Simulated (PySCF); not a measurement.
Two-component Hartree-Fock for Xe(2+) (xenon, charge +2)

Start: [Kr] 4d10 5s1 5p5; 5s1/2 filled at m_j = +1/2; 5p1/2 filled at m_j = -1/2, +1/2; 5p3/2 filled at m_j = -1/2, +1/2, +3/2. Calculated with PySCF 2.14 in x2c-SVPall-2c with one added diffuse shell each of s, p type (7s9p4d, 54 functions): generalised Hartree-Fock with the X2C-1e Hamiltonian and a Gaussian nucleus; one run each with spin-orbit coupling (SO) switched off, then screened by Boettger's factors. This is a chosen level, not necessarily the ground level.

```csv
spinor shell,electrons,"ε, spin-free (eV)","ε, screened SO (eV)",weight of nominal j (screened SO),"rms radius, screened SO (bohr)"
1s1/2,2,-34745.7,-34741.6,1.000,0.0305
2s1/2,2,-5528.2,-5527.0,1.000,0.124
2p1/2,2,-4957.4,-5183.6,1.000,0.107
2p3/2,4,-4957.4,-4855.5,1.000,0.112
3s1/2,2,-1192.9,-1192.5,1.000,0.326
3p1/2,2,-1004.1,-1048.1,1.000,0.318
3p3/2,4,-1004.1,-983.90,1.000,0.330
3d3/2,4,-723.80,-731.38,1.000,0.303
3d5/2,6,-723.80,-718.22,1.000,0.305
4s1/2,2,-252.35,-252.15,1.000,0.762
4p1/2,2,-189.98,-198.73,0.999,0.797
4p3/2,4,-189.98,-185.80,1.000,0.822
4d3/2,4,-95.571,-96.683,0.985,0.944
4d5/2,6,-95.571,-94.581,0.990,0.946
5s1/2,1,-49.907,-49.810,1.000,1.91
5p1/2,2,-31.463,-33.488,0.680,2.18
5p3/2,3,-31.463,-30.246,0.787,2.28
```

```tsv
quantity	spin-free	screened SO
E (hartree)	-7439.88667	-7442.26758
M_J	2	2
⟨J²⟩	6.010	6.009
⟨L²⟩	2.001	2.027
⟨S²⟩	2.008	2.030
```

Each row is a mean over spinors that exchange with the open shell spreads, by up to 4.104 eV (5p3/2).

Rows whose weight is well below 1 are mixtures of j = l ± 1/2: exchange outweighs spin-orbit coupling there, and the label is only the starting occupation.

Breit and QED terms are absent; they matter most for the inner s and p1/2 levels.

Densities and radii are taken from the X2C orbitals without a picture-change correction, which distorts them close to the nucleus.

Without spin-orbit coupling the j labels of p, d and f shells carry no meaning; the spin-free column gives the mean over the occupied spinors of each nl shell.
